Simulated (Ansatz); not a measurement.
## GaO (charge +1): shapes and states compared

Calculated in Ansatz's Gaussian-basis code. Basis cc-pwCVTZ-PP on Ga, cc-pVTZ on O, scalar-relativistic core potentials (10 electrons on Ga), no spin–orbit coupling, 5 orbitals frozen in the corrections; active space CAS(4,6), shells under the valence barred from it. Restricted Hartree–Fock, then the lowest state-specific CASSCF solution met for each case. Single-reference values can break down or jump between states where bonds are stretched. Solutions in different active orbitals can move differences by tenths of an eV and at times more than 1 eV.

Case A, singlet: bond length 1.7440 Å.

Case B, triplet: the shape of A.

Energy less that of case A, in eV:

| case | RHF/ROHF | CASSCF |
| --- | --- | --- |
| B | -2.221 | -0.462 |

Give the SC-NEVPT2 energies against case A.

B: -0.742 eV (-17.1 kcal/mol).

Which case is lowest, and do the methods agree?

B is lowest in SC-NEVPT2. Of the methods shown, RHF/ROHF, CASSCF agree.
